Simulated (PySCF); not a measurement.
C₄H₇FSi, SMILES C[Si@H]1C=C[C@H]1F. Coordinates come from a TPSSh-D3(BJ)/def2-SVP optimisation. The structure was generated by enumeration; whether it is a known compound was not checked.

The numbers are results of TPSSh-D3(BJ)/def2-SVP (PySCF), not measurements.

Harmonic wavenumbers (cm⁻¹): 118, 123, 136, 248, 320, 453, 532, 599, 686, 699, 726, 788, 818, 829, 911, 990, 1005, 1032, 1082, 1166, 1279, 1294, 1331, 1446, 1450, 1588, 2221, 3032, 3049, 3115, 3123, 3138, 3200. Rotational constants (GHz): 3.739, 2.772, 1.914; symmetry number 1.

Q: Work out the zero-point energy and the ideal-gas rigid-rotor harmonic-oscillator thermochemistry at 298.15 K and 1 atm.

A: ZPE = ½ Σ hcν = ½ × 42527 cm⁻¹ = 60.79 kcal/mol. H − E(el) = 65.91 kcal/mol. Entropy in cal/(mol K): translation 39.78, rotation 27.19, vibration 16.06, total 83.03. G − E(el) = 41.16 kcal/mol. Cp = 27.86 cal/(mol K). Modes under 150 cm⁻¹ make the vibrational entropy uncertain.
